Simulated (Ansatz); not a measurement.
Species: GaCl, charge 0, singlet. GaCl (SMILES [Cl][Ga]).
B3LYP-D3(BJ)/def2-TZVP minimum from Ansatz (a program for electronic structure):
```
Ga
Cl 1 2.2389
```
Charge 0, spin multiplicity 1.

Total energies in def2-QZVPP, 10 correlated electrons, 19 frozen orbitals. UHF or UKS for unpaired electrons; spin-orbit terms are left out. Correlated methods leave the cores frozen (noble-gas shells, and filled d and f shells in the p block). No relativity.

```tsv
method	program	energy (Eh)	minus CCSDT(Q) (mEh)
HF	Ansatz	-2382.88619	300.51
MP2	Ansatz	-2383.14958	37.12
CCSD	Ansatz	-2383.17223	14.47
CCSD(T)	Ansatz	-2383.18540	1.30
CCSDT(Q)	Ansatz	-2383.18670	0.00
```

Rough core times of Ansatz's runs on a shared machine: CCSD(T) under 20 s, CCSDT(Q) 4 min.
